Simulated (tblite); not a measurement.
C₅H₉NOSi.
SMILES with atom numbers: `[SiH3:1][CH2:2][CH2:3][c:4]1[n:5][cH:6][cH:7][o:8]1` (hydrogens: H9, H10, H11 on Si1; H12, H13 on C2; H14, H15 on C3; H16 on C6; H17 on C7)

Structure optimised with GFN2-xTB, isolated species.

What internal coordinates does the optimisation give?

```tsv
bond	length (Å)	order
Si1–C2	1.906	single
C2–C3	1.534	single
C3–C4	1.482	single
C4–N5	1.295	aromatic
N5–C6	1.366	aromatic
C6–C7	1.356	aromatic
C7–O8	1.352	aromatic
C4–O8	1.347	aromatic
Si1–H9, Si1–H10, Si1–H11	1.464	single
C2–H12, C2–H13	1.091	single
C3–H14, C3–H15	1.092	single
C6–H16	1.070	single
C7–H17	1.070	single
```

Bonds in one row agree within 0.01 Å and their mean is given. Orders are formal, as drawn. A selection of angles:
```tsv
angle	degrees
C2–Si1–H9	110.7
C2–Si1–H10	109.2
C2–Si1–H11	107.9
H9–Si1–H10	110.2
Si1–C2–C3	113.3
Si1–C2–H12	110.1
C3–C2–H12	108.2
H12–C2–H13	106.7
C2–C3–C4	110.5
C2–C3–H14	110.3
C4–C3–H14	108.5
H14–C3–H15	109.2
C3–C4–N5	127.3
C3–C4–O8	119.4
N5–C4–O8	113.3
C4–N5–C6	105.3
N5–C6–C7	108.6
N5–C6–H16	121.3
C7–C6–H16	130.1
C6–C7–O8	107.9
C6–C7–H17	133.9
O8–C7–H17	118.3
C4–O8–C7	105.0
```

Torsions: Si1–C2–C3–C4 -57° (synclinal); C2–C3–C4–N5 -87° (synclinal). The mirror-image conformer, all signs reversed, is as good.

The C–N distances run from 1.295 Å (C4–N5, aromatic) to 1.366 Å (N5–C6, aromatic), a spread of 0.071 Å. The 5-membered ring C4–N5–C6–C7–O8 has internal angles of 105.0° to 113.3° (sum 540°, against 540° for a flat polygon); it is planar, 0.00 Å rms from its mean plane, widest ring torsion 0°. The C–C distances run from 1.356 Å (C6–C7, aromatic) to 1.534 Å (C2–C3, drawn single), a spread of 0.178 Å. Of the pairs four or more bonds apart, Si1···O8 is among the closest relative to their van der Waals radii: 3.23 Å, 89 % of the sum of Bondi's values. Si1 (SiH3 silicon) is tetrahedral (angles from 107.9° to 110.7°).

Point group: C1 (no symmetry element, even within 0.4 Å). Its GFN2-xTB frequencies are all real (lowest 19 cm⁻¹). One conformer, not necessarily the lowest. 3 starts were optimised and ended at 0.00, 0.04 and 0.64 kcal/mol (GFN2-xTB); the lowest of these is shown.

The run took 0.93 s of wall time on Arm Neoverse N1, one thread, no GPU (shared host). That covers the optimisation of the geometry.

All values are computed, not measured.
